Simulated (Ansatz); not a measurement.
Single points on Be₃S₃⁻.

```yaml
crystal:
  periodic: [false, false, false]
  atoms:
    - {symbol: Be, position_ang: [1.269111, 0.014166, -0.096966]}
    - {symbol: Be, position_ang: [-0.621070, -1.109252, 0.063787]}
    - {symbol: Be, position_ang: [-0.648041, 1.094998, 0.032504]}
    - {symbol: S, position_ang: [1.146576, -1.937453, -0.058090]}
    - {symbol: S, position_ang: [1.098805, 1.962567, -0.112808]}
    - {symbol: S, position_ang: [-2.245371, -0.025026, 0.171573]}
basis:
  gaussian: {orbitals: def2-TZVPD, initial_orbitals: start.molden}
total_charge: -1
magnetization: {spin_polarized: true, initial_magnetization: 1}
hamiltonian: {xc: pbe0, dispersion: d4}
scf: {omitted_lower_state_checks: [starts]}
output: {orbitals: {seedname: orbitals}}
```

The file start.molden holds the orbitals of an earlier run on this structure, at another level or in another basis.

```sh
$ ansatz run in.yaml --threads 4 --pin off --events-out ev --progress --plain --max-ram 3916MiB
```

Shortened log:

```
Functional definition: PBE0
1416 factors; their error is unknown
mean field evaluation 1: about -33703.2516 eV, gradient 1.0e2 eV
mean field evaluation 2: about -33706.0615 eV, gradient 3.7e0 eV
mean field evaluation 4: about -33706.2212 eV, gradient 1.1e-1 eV
mean field evaluation 8: about -33706.2214 eV, gradient 2.4e-5 eV
mean field -33706.22138391 eV, -1238.6807889613 hartree, gradient 2.4e-5 eV, S^2 0.756914; 0 other end points of the search recorded, 0 dependent functions left out
reference -33706.22142979 eV, -1238.6807906473 hartree; 31, 30 occupied and 173, 174 virtual orbitals, 1416 factors
Total energy: -33706.44597423 eV, -1238.6890425033 hartree
Checks for a lower state left out: starts
```

Run time 7 s (4 threads of Arm Neoverse V2 on a shared host), peak host memory 0.8 GiB.

As the first input, with `hamiltonian: {xc: pbe, dispersion: d4}` (abridged; 4.1 s):

```
Functional definition: PBE
mean field -33703.19081417 eV, -1238.5694175774 hartree, gradient 2.6e-5 eV, S^2 0.755103
Total energy: -33703.44834093 eV, -1238.5788815112 hartree
Checks for a lower state left out: starts
```

Geometry: r2SCAN-D4/def2-SVPD.

At PBE-D4/def2-TZVPD the highest occupied level of the relaxed charge -1 doublet lies above zero (up to 0.65 eV). By energy differences its removal costs 1.33 eV (each at its own geometry, to the charge 0 singlet, at PBE-D4/def2-TZVPD); the vertical value is larger still, so the positive level points to self-interaction error. The structure comes from a short search, and lower isomers may exist.
